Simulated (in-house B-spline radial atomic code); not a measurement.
F⁷⁺. Computed with a B-spline radial atomic code. Model: all-electron spherical atom, spin shells full or empty, radial basis limit, no spin-orbit coupling, Breit or QED, empty-state partial waves extrapolated as (l+1/2)^-4, RPA, G0W0 and static COHSEX of the highest shell as one setting changes (uncorrelated shells keep exact exchange).

Empty levels are discrete states of a finite basis, so the steps are uneven.

Given: element F; charge 7; filled core none; hamiltonian non-relativistic; mean-field start PBE0; highest l of empty states 9; lowest nl shells left uncorrelated 0; highest mean-field shell 1s; box radius 8.41 bohr.

Shell: 1s 1 1 (electrons up and down).

```tsv
highest empty level kept (hartree)	RPA correlation energy (hartree)	G0W0 level (eV)	G0W0 minus most complete (meV)	COHSEX level (eV)	linearised minus solved G0W0 (meV)
21.33	-0.021194	-951.78	1278.1	-952.48	-4.5
42.67	-0.0353	-951.91	1140.9	-953.05	-4.5
74.67	-0.050662	-952.07	985.1	-953.72	-4.5
128	-0.065346	-952.4	652.1	-954.58	-4.6
213.33	-0.076179	-952.67	378.9	-955.28	-4.6
384	?	?	?	?	?
640	-0.08665	-952.96	95.8	-955.98	-4.7
1280	-0.08868	-953.02	38.2	-956.11	-4.7
2560	-0.089576	-953.04	11.7	-956.16	-4.7
5333.3	?	?	?	?	?
12800	-0.089917	-953.05	0.3	-956.18	-4.7
42667	-0.089924	-953.05	0	-956.18	-4.7
```

**Question.** What follows for highest empty level kept = 5333.3?

**Answer.** RPA correlation energy -0.089842 hartree; G0W0 level -953.05 eV; G0W0 minus most complete 3.1 meV; COHSEX level -956.18 eV; linearised minus solved G0W0 -4.7 meV.

**Question.** What follows for highest empty level kept = 384?

**Answer.** RPA correlation energy -0.083002 hartree; G0W0 level -952.86 eV; G0W0 minus most complete 196.6 meV; COHSEX level -955.74 eV; linearised minus solved G0W0 -4.7 meV.
